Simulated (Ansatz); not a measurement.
The cluster Be2Cl4⁻, relaxed as a doublet with UKS B3LYP-D4/def2-SVPD in Ansatz, starting from the GFN1-xTB geometry. Force threshold 0.02 eV/Å.

The relaxation made no stability test and no search for a lower SCF solution. Another isomer (doublet) lies 0.34 eV lower at PBE0-D4/def2-TZVPD; other spin states weren't run for this one.

Start:

Cartesian coordinates in Å:
```
Be -1.314 1.019 -0.546
Be 0.466 -0.363 0.196
Cl -0.287 1.199 1.391
Cl 0.617 0.806 -1.556
Cl 1.943 -1.500 0.795
Cl -1.425 -1.161 -0.281
```

Problem. Estimate the energy that the relaxation releases and the steps that it takes.

Solution. 0.02 eV, in 5 steps; 14 s on 4 threads of Arm Neoverse V1 on a shared host. No frequencies were taken in this run, so the end may be a saddle point.

Problem. Does the start keep its bonding and symmetry?

Solution. By distances, no bond broke or formed. The bond that changes most is Be2–Cl3, from 2.11 to 2.15 Å (atoms count from 1). Point group C3v at the start, C3v at the end, both within 0.05 Å.

Problem. Predict the relaxed structure.

Solution. 
```csv
atom,x (Å),y (Å),z (Å)
Be1,-1.302,1.006,-0.535
Be2,0.490,-0.379,0.202
Cl3,-0.298,1.218,1.399
Cl4,0.615,0.819,-1.575
Cl5,1.942,-1.500,0.797
Cl6,-1.446,-1.164,-0.288
```
Bond lengths (bridged metal pairs left out): 7 × Be–Cl 1.93 to 2.19 Å.
